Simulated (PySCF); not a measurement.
PySCF input for C2H8Si, SMILES C[SiH2]C, PBE0/pcSseg-1. Geometry: r2SCAN-D4/def2-SVP. The isomer is the one that the SMILES or the coordinates give; other isomers of the formula were not compared.

```python
import numpy as np
from pyscf import gto, scf, dft
from pyscf.prop.nmr import rks as nmr

mol = gto.M(
    atom='''
    Si    0.00000000    0.00000000   -0.55004725
    C     1.55252567    0.00000000    0.51240404
    C    -1.55252567   -0.00000000    0.51240404
    H     0.00000000    1.20758098   -1.43731550
    H    -0.00000000   -1.20758100   -1.43731550
    H     1.58771844   -0.89060881    1.16077577
    H     2.46260489   -0.00000001   -0.10832953
    H     1.58771844    0.89060881    1.16077576
    H    -2.46260490    0.00000000   -0.10832953
    H    -1.58771845   -0.89060881    1.16077577
    H    -1.58771844    0.89060882    1.16077576
    ''',
    basis='pcSseg-1',
    charge=0,
    spin=0,
    max_memory=1600,
    verbose=3,
)
mf = dft.RKS(mol, xc='pbe0')
mf.grids.level = 3
mf.conv_tol = 1e-10
mf.max_cycle = 100
mf.kernel()
n = nmr.NMR(mf)
n.verbose = 2
n.max_cycle_cphf = 60
sigma = n.kernel()
print('atom   isotropic/ppm   span/ppm')
for i, s in enumerate(sigma):
    w = np.linalg.eigvalsh((s + s.T) / 2)
    print(f'{mol.atom_symbol(i):2s}{i + 1:3d} {w.mean():14.3f} {w[2] - w[0]:11.3f}')
```

Log of the run:

```
converged SCF energy = -370.282607552327
atom   isotropic/ppm   span/ppm
Si  1        392.108      74.070
C   2        189.824       7.114
C   3        189.824       7.114
H   4         27.148       8.332
H   5         27.148       8.332
H   6         31.110      10.899
H   7         31.022      12.142
H   8         31.110      10.899
H   9         31.022      12.142
H  10         31.110      10.899
H  11         31.110      10.899
```

Self-consistency was reached.
